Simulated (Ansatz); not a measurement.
Computed with Ansatz on PBE0-D4/def2-TZVP structures; ΔE is electronic, products minus reactants. CCSD(T)/CBS adds triple-zeta CCSD(T) − MP2 to the extrapolated MP2 energy (def2 sets, frozen cores). This one scheme is used for every species. DFT in def2-TZVPP. B3LYP here is the variant with VWN-RPA as its local correlation; programs differ in this. For Ge, Se outer-core shells are correlated without core-valence functions, which leaves a few kJ/mol of doubt a bond. Scalar relativity is left out up to krypton. Each species was taken in one conformer, which may not be the lowest.

Reaction (hydrogenolysis of a C–Se bond): `C=[C]([GeH3])[SeH]` + H₂ → `C=[CH][GeH3]` + H₂Se

```json
{"level": "PBE-D4", "ΔE (kJ/mol)": "-43.5", "difference from CCSD(T)/CBS": "6.7"}
{"level": "r2SCAN-D4", "ΔE (kJ/mol)": "-48.2", "difference from CCSD(T)/CBS": "2.0"}
{"level": "PBE0-D4", "ΔE (kJ/mol)": "-51.5", "difference from CCSD(T)/CBS": "-1.3"}
{"level": "B3LYP-D4", "ΔE (kJ/mol)": "-51.4", "difference from CCSD(T)/CBS": "-1.2"}
{"level": "ωB97X-V", "ΔE (kJ/mol)": "-56.5", "difference from CCSD(T)/CBS": "-6.3"}
{"level": "ωB97M-V", "ΔE (kJ/mol)": "-56.1", "difference from CCSD(T)/CBS": "-5.9"}
{"level": "B2PLYP", "ΔE (kJ/mol)": "-56.7", "difference from CCSD(T)/CBS": "-6.5"}
{"level": "PBE", "ΔE (kJ/mol)": "-51.9", "difference from CCSD(T)/CBS": "-1.7"}
{"level": "r2SCAN", "ΔE (kJ/mol)": "-50.2", "difference from CCSD(T)/CBS": "0.0"}
{"level": "PBE0", "ΔE (kJ/mol)": "-59.0", "difference from CCSD(T)/CBS": "-8.8"}
{"level": "B3LYP", "ΔE (kJ/mol)": "-65.4", "difference from CCSD(T)/CBS": "-15.2"}
{"level": "HF/def2-TZVPP", "ΔE (kJ/mol)": "-86.4", "difference from CCSD(T)/CBS": "-36.2"}
{"level": "MP2/def2-TZVPP", "ΔE (kJ/mol)": "-39.0", "difference from CCSD(T)/CBS": "11.2"}
{"level": "SCS-MP2/def2-TZVPP", "ΔE (kJ/mol)": "-47.4", "difference from CCSD(T)/CBS": "2.8"}
{"level": "CCSD/def2-TZVPP", "ΔE (kJ/mol)": "-59.3", "difference from CCSD(T)/CBS": "-9.1"}
{"level": "CCSD(T)/def2-TZVPP", "ΔE (kJ/mol)": "-51.5", "difference from CCSD(T)/CBS": "-1.3"}
{"level": "HF/def2-QZVPP", "ΔE (kJ/mol)": "-86.5", "difference from CCSD(T)/CBS": "-36.3"}
{"level": "MP2/def2-QZVPP", "ΔE (kJ/mol)": "-38.3", "difference from CCSD(T)/CBS": "11.9"}
{"level": "SCS-MP2/def2-QZVPP", "ΔE (kJ/mol)": "-46.9", "difference from CCSD(T)/CBS": "3.3"}
{"level": "HF/CBS(def2)", "ΔE (kJ/mol)": "-86.5", "difference from CCSD(T)/CBS": "-36.3"}
{"level": "MP2/CBS(def2)", "ΔE (kJ/mol)": "-37.8", "difference from CCSD(T)/CBS": "12.4"}
{"level": "CCSD/CBS(def2)", "ΔE (kJ/mol)": "-58.1", "difference from CCSD(T)/CBS": "-7.9"}
{"level": "CCSD(T)/CBS", "ΔE (kJ/mol)": "-50.2", "difference from CCSD(T)/CBS": "0"}
```

Largest T1 diagnostic among the species: 0.012.

In def2-TZVPP, CCSD(T) changes the Hartree–Fock value by +35.0 kJ/mol (the triples alone add +7.9 kJ/mol) and MP2 by +47.4 kJ/mol. From PBE to PBE0 (25 % exact exchange), in def2-TZVPP and without D4, ΔE moves by −7.0 kJ/mol.
